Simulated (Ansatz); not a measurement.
Geometry optimisation, RKS PBE/def2-SVP (Ansatz).

Input file:

```yaml
crystal:
  periodic: [false, false, false]
  atoms:
    - { symbol: B, position_ang: [-0.090171, -0.310947, -0.126032] }
    - { symbol: H, position_ang: [-0.095003, -0.601052, 1.04478] }
    - { symbol: O, position_ang: [1.020467, -0.392239, -0.908298] }
    - { symbol: H, position_ang: [1.79656, -0.706176, -0.415671] }
    - { symbol: F, position_ang: [-1.250145, -0.039145, -0.729413] }
    - { symbol: O, position_ang: [0.005174, 1.977177, 1.121536] }
    - { symbol: H, position_ang: [0.970144, 2.090904, 1.215869] }
    - { symbol: H, position_ang: [-0.165525, 1.160177, 1.655329] }
basis:
  gaussian: { orbitals: def2-SVP }
hamiltonian:
  xc: pbe
relax:
  f_tol: 0.03
  max_steps: 50
```

Launched with:

```bash
$ ansatz run input.yaml --threads 2 --pin off --max-ram 3072MiB --backend cpu --events-out ev --progress --plain --runs-dir out
```

Problem. Where does it end, and by what steps?

Solution. The forces met the threshold. After 22 steps the energy has fallen by 0.123 eV; H7 moved furthest, 0.77 Å.

| step | energy less start (eV) | largest force component (eV/Å) | accepted |
| --- | --- | --- | --- |
| 0 | 0.0000 | 0.618 | yes |
| 1 | -0.0159 | 1.006 | yes |
| 2 | 0.0249 | 1.948 | no |
| 3 | -0.0516 | 0.110 | yes |
| 4 | -0.0610 | 0.119 | yes |
| 5 | -0.0628 | 0.083 | yes |
| 6 | 0.0356 | 2.751 | no |
| 7 | -0.0763 | 0.228 | yes |
| 8 | -0.0837 | 0.619 | yes |
| 9 | -0.0901 | 0.498 | yes |
| 10 | -0.0867 | 1.004 | no |
| 11 | -0.1016 | 0.257 | yes |
| 12 | -0.1092 | 0.343 | yes |
| 13 | -0.1193 | 0.127 | yes |
| 14 | -0.1202 | 0.150 | yes |
| 15 | -0.1193 | 0.271 | no |
| 16 | -0.1219 | 0.079 | yes |
| 17 | -0.1204 | 0.327 | no |
| 18 | -0.1227 | 0.107 | yes |
| 19 | -0.1229 | 0.035 | yes |
| 20 | -0.1231 | 0.033 | yes |
| 21 | -0.1232 | 0.037 | yes |
| 22 | -0.1233 | 0.027 | yes |

```xyz
8
Properties=species:S:1:pos:R:3
B -0.121 -0.222 -0.056
H -0.333 -0.973 0.887
O 1.137 -0.097 -0.621
H 1.793 -0.616 -0.128
F -1.148 0.166 -0.833
O -0.100 1.571 1.114
H 0.586 1.993 0.556
H 0.377 1.357 1.940
```

Whether the end is a true minimum wasn't checked by a vibrational analysis.

The run took 34 s on 2 threads of Intel(R) Xeon(R) Platinum 8259CL CPU @ 2.50GHz (Skylake/Cascade Lake) (shared host), peak memory 0.15 GiB.
